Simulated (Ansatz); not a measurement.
An input meant for Cu₂H₂S₂⁺, that is (CuSH)2 ring with one electron fewer (charge 1, doublet).

```yaml
crystal:
  periodic: [false, false, false]
  atoms:
    - {symbol: Cu, position_ang: [-0.246484, 0.665054, -2.229195]}
    - {symbol: S, position_ang: [3.757121, 0.782578, -0.494996]}
    - {symbol: Cu, position_ang: [0.733248, -1.845772, 1.236421]}
    - {symbol: S, position_ang: [-3.237590, -2.042691, -0.564502]}
    - {symbol: H, position_ang: [3.323864, 2.766193, 1.064178]}
    - {symbol: H, position_ang: [-4.330140, -0.325362, 0.988094]}
basis:
  gaussian: {orbitals: def2-SVP}
total_charge: 1
magnetization: {spin_polarized: true, initial_magnetization: 1}
hamiltonian: {xc: {name: wB97}}
scf: {omitted_lower_state_checks: [starts]}
output: {forces: true}
```

```sh
$ ansatz run in.yaml --threads 4 --pin off --events-out ev --progress --plain --max-ram 3916MiB
```

Output, abridged:

```
Functional definition: wB97
1294 factors; their error is unknown
308 factors; integrals over basis functions are off by at most 5.5e-4 eV
mean field evaluation 1: about -110914.1506 eV, gradient 8.0e1 eV
mean field evaluation 2: about -109920.9503 eV, gradient 3.8e2 eV
mean field evaluation 4: about -110948.1563 eV, gradient 1.5e1 eV
mean field evaluation 8: about -110950.6755 eV, gradient 2.0e0 eV
mean field evaluation 16: about -110952.5584 eV, gradient 6.5e-1 eV
mean field evaluation 32: about -110953.0714 eV, gradient 1.1e-3 eV
mean field -110953.07141079 eV, -4077.4501676535 hartree, gradient 2.1e-8 eV, S^2 3.291780; 0 other end points of the search recorded, 0 dependent functions left out
reference -110953.07141024 eV, -4077.4501676332 hartree; 46, 45 occupied and 62, 63 virtual orbitals, 1294 factors
Total energy: -110953.07141024 eV, -4077.4501676332 hartree
Atom 0 at    -0.246484     0.665054    -2.229195 Å, force     0.102035    -0.261117     0.344082 eV/Å
Atom 1 at     3.757121     0.782578    -0.494996 Å, force    -0.377686     0.484885     0.474513 eV/Å
Atom 2 at     0.733248    -1.845772     1.236421 Å, force    -0.102184     0.262246    -0.377582 eV/Å
Atom 3 at    -3.237590    -2.042691    -0.564502 Å, force    -0.073152     0.607909     0.477537 eV/Å
Atom 4 at     3.323864     2.766193     1.064178 Å, force     0.136401    -0.582940    -0.460160 eV/Å
Atom 5 at    -4.330140    -0.325362     0.988094 Å, force     0.314587    -0.510984    -0.458390 eV/Å
Dipole moment:    -0.004005     0.002873     0.286604 e Å
Checks for a lower state left out: starts
```

Q: Something in this input is off. What?

A: The coordinates are in bohr but typed as ångström. The run converged. The result belongs to that input, not to the species as meant. The charge 1 doublet is spin-contaminated (final ⟨S²⟩ up to 3.29, 0.75 for a pure state).
